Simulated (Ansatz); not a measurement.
Frontier orbitals of CH$_{3}$F$_{3}$OSn, SMILES `FC(F)(F)[O][SnH3]`.

Total charge 0; spin multiplicity 1. Correlated methods include outer-core shells of Sn, which these sets cover unevenly. Sn: def2 effective core potential. All single points use the PBE0-D4/def2-TZVP geometry. Basis def2-TZVPP, Ansatz.

Orbital energies of one run (eV). Highest occupied ones, from the top: -8.96, -9.43, -9.97, -10.08, -11.04, -11.68, -11.74, -11.81, -12.76, -12.77, -14.14, -16.02, -16.31, -16.62. Empty: -1.41, -0.64, 0.37, 0.50, 1.86, 2.00.

Which functional gave them?
A. B97M-V
B. HSE06 (plane-wave form)
C. PBE
D. CAM-B3LYP

B. HOMO energies: HSE06 -8.96, CAM-B3LYP -10.81, PBE -7.72, B97M-V -8.28 eV.
